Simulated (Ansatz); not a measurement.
Two isomers of C2H4SSi: A = `C1=CS[SiH2]1`, B = `C=C1[SiH2]S1`.

Isolated molecules relaxed with PBE0-D4/def2-TZVP in Ansatz; ΔE leaves out vibrations. CBS: MP2 limit from def2 TZ/QZ plus the TZ coupled-cluster correction, frozen cores. Functionals use def2-TZVPP. B3LYP here is the variant with VWN-RPA as its local correlation; programs differ in this.

Which is lower in electronic energy at CCSD(T)/CBS, and by how much? (Estimate.)

Computed: A, by 11.5 kcal/mol.

Give E(B) − E(A) in kcal/mol with PBE0-D4, CCSD/def2-TZVPP, MP2/def2-TZVPP, CCSD(T)/def2-SVP, B3LYP, B3LYP-D4, B2PLYP. (Estimate.)

The calculation gave: PBE0-D4 10.6, CCSD/def2-TZVPP 12.1, MP2/def2-TZVPP 11.7, CCSD(T)/def2-SVP 10.8, B3LYP 9.0, B3LYP-D4 9.3, B2PLYP 10.2. None reverses the order clearly.

Does the order hold for the free energy at 298.15 K (harmonic terms from PBE0-D4)? (Estimate.)

The calculation gave: Yes: G(B) − G(A) = +11.1 kcal/mol.

Largest T1 diagnostic: 0.014.

In def2-TZVPP, CCSD(T) changes the Hartree–Fock value by −1.9 kcal/mol (the triples alone add −0.5 kcal/mol) and MP2 by −1.8 kcal/mol. From r2SCAN to r2SCAN0 (25 % exact exchange), in def2-TZVPP and without D4, E(B) − E(A) moves by +1.6 kcal/mol.
